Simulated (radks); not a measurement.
Spherical quantum dot in the effective-mass picture: electrons in a parabolic well V = omega^2 r^2 / 2 with omega = 2.14, with a point charge +2 (a donor) at the centre, all in effective atomic units (hartree* = m*/eps^2 hartree, bohr* = eps/m* bohr), one dielectric constant everywhere. Calculated with a radial shooting solver with Libxc functionals: non-relativistic Kohn-Sham, r2SCAN, spin-polarised, spherical densities, generalised Kohn-Sham scheme. Levels are named by radial order and angular momentum (1s, 1p, 1d, 2s, ...), and open shells are averaged over m.

N = 17, configuration 1s2 1p6 1d(up 5, down 2) 2s2. This is the lowest configuration that the search found. Occupied and some empty levels:

level    occupation  eigenvalue (hartree*)  <r> (bohr*)
1s up             1                 12.908       0.7416
1s down           1                 12.939       0.7305
1p up             3                 15.023        1.213
1p down           3                 15.120        1.206
2s up             1                 15.952        1.248
2s down           1                 16.040        1.255
1d up             5                 16.615        1.438
1d down           2                 16.734        1.439
1f up             0                 18.257        1.607
2p up             0                 18.349        1.433
1f down           0                 18.384        1.611
2p down           0                 18.431        1.435
1g up             0                 19.978        1.751
1g down           0                 20.106        1.757

Energy (hartree*): total 166.517, kinetic 41.662, external 34.274, Hartree 102.82, exchange-correlation -12.239.
